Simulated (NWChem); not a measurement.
System meant: C2H6ClNSi; SMILES C(=C)[SiH](Cl)N

The following NWChem deck was run.

```
start job
memory heap 200 mb stack 900 mb global 1100 mb
geometry units angstroms noautoz
  Si     0.548581     0.142290     0.419542
  N      1.947583     0.579972    -0.482164
  Cl    -1.188856     1.241137    -0.051669
  C      0.181782    -1.659165     0.125961
  C     -0.998656    -2.167420    -0.248502
  H      0.835559     0.480681     1.831735
  H      2.402482     1.466682    -0.295829
  H      2.002320     0.347632    -1.467657
  H      1.014438    -2.348119     0.285428
  H     -1.866613    -1.535913    -0.424207
  H     -1.146322    -3.236155    -0.396758
end
basis spherical
  * library def2-svp
end
dft
  odft
  mult 2
  xc xpbe96 cpbe96
  iterations 150
  mulliken
end
task dft energy
```

End of the output:

```
                                 NWChem DFT Module
                                 -----------------

 Summary of "ao basis" -> "ao basis" (spherical)
 ------------------------------------------------------------------------------
       Tag                 Description            Shells   Functions and Types
 ---------------- ------------------------------  ------  ---------------------
 Si                         def2-svp                 8       18   4s3p1d
 N                          def2-svp                 6       14   3s2p1d
 Cl                         def2-svp                 8       18   4s3p1d
 C                          def2-svp                 6       14   3s2p1d
 H                          def2-svp                 3        5   2s1p

 Summary of "ao basis" -> "ao basis" (spherical)
 ------------------------------------------------------------------------------
       Tag                 Description            Shells   Functions and Types
 ---------------- ------------------------------  ------  ---------------------
 Si                         def2-svp                 8       18   4s3p1d
 N                          def2-svp                 6       14   3s2p1d
 Cl                         def2-svp                 8       18   4s3p1d
 C                          def2-svp                 6       14   3s2p1d
 H                          def2-svp                 3        5   2s1p

  number of electrons :                   56
  multiplicity        :                    2
 ------------------------------------------------------------------------
  no. of electrons and multiplicity not compatible                  56
 ------------------------------------------------------------------------
 ------------------------------------------------------------------------
  current input line :
    26: task dft energy
 ------------------------------------------------------------------------
 ------------------------------------------------------------------------
 There is an error in the input file
 ------------------------------------------------------------------------
 For more information see the NWChem manual at https://nwchemgit.github.io

0: no. of electrons and multiplicity not compatible:Received an Error in Communication
```

Problem. Can this run be used? If not, why, and what is the fix?

Solution. The input was rejected before any calculation. Cause: the multiplicity doesn't fit the number of electrons (an even count wants an odd multiplicity, and the reverse). This input runs:
```
start job
memory heap 200 mb stack 900 mb global 1100 mb
geometry units angstroms noautoz
  Si     0.548581     0.142290     0.419542
  N      1.947583     0.579972    -0.482164
  Cl    -1.188856     1.241137    -0.051669
  C      0.181782    -1.659165     0.125961
  C     -0.998656    -2.167420    -0.248502
  H      0.835559     0.480681     1.831735
  H      2.402482     1.466682    -0.295829
  H      2.002320     0.347632    -1.467657
  H      1.014438    -2.348119     0.285428
  H     -1.866613    -1.535913    -0.424207
  H     -1.146322    -3.236155    -0.396758
end
basis spherical
  * library def2-svp
end
dft
  xc xpbe96 cpbe96
  iterations 150
  mulliken
end
task dft energy
```
It converges to -883.47322 Ha (PBE/def2-SVP).
